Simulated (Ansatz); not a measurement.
The cluster Cs5⁻, relaxed as a singlet with RKS PBE0/def2-TZVPD in Ansatz, starting from the GFN1-xTB geometry. Force threshold 0.02 eV/Å.

In the def2 sets Cs takes a core potential; there is no spin–orbit coupling. The structure comes from a short search, and lower isomers may exist.

Start:

```xyz
5

Cs    3.915   -0.139   -2.989
Cs   -2.253    0.403    3.465
Cs    0.069   -0.055   -0.337
Cs    0.727    0.818    4.006
Cs   -2.458   -1.027   -4.146
```

(1) Estimate the energy that the relaxation releases and the steps that it takes.

(2) Does the start keep its bonding and symmetry?

(3) Predict the relaxed structure.

Answers

(1) 183.7 kJ/mol, in 20 steps; 78 s on 4 threads of Arm Neoverse V1 on a shared host. The force fell under the threshold at step 17, but the optimiser went on and released 0.003 eV more. No frequencies were taken in this run, so the end may be a saddle point.

(2) Bonds formed: Cs1–Cs4, Cs2–Cs5 (atoms count from 1). Metal–metal contacts that move far: Cs3–Cs4 4.48 to 5.82 Å, Cs2–Cs3 4.48 to 5.82 Å. Point group C2v at the start, C2v at the end, both within 0.05 Å.

(3) 
```tsv
atom	x (Å)	y (Å)	z (Å)
Cs1	5.274	0.391	-0.899
Cs2	-3.021	0.133	2.447
Cs3	0.449	-0.359	-2.197
Cs4	1.842	0.811	3.330
Cs5	-4.543	-0.976	-2.681
```
Bond lengths (bridged metal pairs left out): 7 × Cs–Cs 4.99 to 5.82 Å.
